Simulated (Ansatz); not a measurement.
A made-up structure of ZnNH2 (charge -1), closed shell:

N1  (-0.220, -1.071, 0.424)
Zn2  (0.331, 0.528, -0.107)
H3  (-0.016, 0.325, 1.369)
H4  (1.047, 1.886, -0.442)
(Å)

It is relaxed with PBE-D4/def2-SVPD and then PBE0-D4/def2-TZVPD (Ansatz 0.2.0). Atoms count as bonded within 1.22 times the sum of their covalent radii (H–H: 0.88 Å). The end point is not checked to be a true minimum.

Question: Does its bonding change? (Judge from chemistry; the calculation decides.)

Answer: The calculation gives: Yes. Formed: N1–H3; broken: Zn2–H3.

Where it ends: The first stage lowers the energy by 2.65 eV in 10 steps. It ends as ZnNH₂ ([NH][ZnH]), total charge -1:
| atom | x (Å) | y (Å) | z (Å) |
| --- | --- | --- | --- |
| N1 | -0.1666 | -0.6194 | 0.6215 |
| Zn2 | 0.5332 | 0.8540 | -0.0735 |
| H3 | -0.3790 | -0.5859 | 1.6205 |
| H4 | 1.1544 | 2.0198 | -0.9239 |

Labels in which every atom is bracketed show which atoms are joined, not bond orders.

For scale, one of the runs: PBE0-D4/def2-TZVPD relaxation, 106 basis functions, launched by `ansatz run in.yaml --threads 2 --pin off --events-out ev --progress --plain --max-ram 4352MiB`. The run took about 14 s on 2 CPU threads of an Arm Neoverse V1 (shared host).
